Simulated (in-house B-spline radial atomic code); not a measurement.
A calculation on the nitrogen ion N³⁺: its settings, and results tabulated from the run. Method: non-relativistic LDA VWN5, spherical fractional occupations, point nucleus, inside a hard spherical wall at 6.8 bohr. Calculated with an all-electron radial atomic-structure program (B-spline basis).

Command:
```bash
python run_scf.py task.json out
```
Settings:
```
Z                7
configuration    [He] 2s1 2p1
hamiltonian      nr
method           lda,vwn
spin_polarised   False
wall_radius      6.8
```

Output (hartree, bohr):
```
 radial grid: 38 intervals, B-splines of order 8, outer radius 6.8 bohr

 iter        energy (Eh)    residual
    1         -49.859308    2.93e-01
    2         -50.317942    3.21e-02
    3         -50.326822    1.38e-02
    4         -50.328404    5.89e-03
    5         -50.328736    8.53e-04
    6         -50.328745    7.33e-06
    7         -50.328745    1.16e-07
    8         -50.328745    7.60e-11

 total energy                       -50.32874
 kinetic                              50.1331
 electron-nucleus                   -110.2816
 Hartree                              14.5524
 exchange-correlation                 -4.7327

 orbital      occ     eigenvalue          <r>       <r^2>       <1/r>     <1/r^3>     <1/r^2>       r_max
 1s         2.000       -16.3776     0.230488   0.0717656     6.60911           -     88.9466      0.1491
 2s         1.000        -2.4641      1.11524     1.46288     1.30606           -      7.1161       0.929
 2p         1.000        -2.0693      1.04219     1.32803     1.23023     5.59852     2.09041      0.8068
```

Time taken, with all properties: 0.02 s on 1 thread of Arm Neoverse V1, on a shared host.
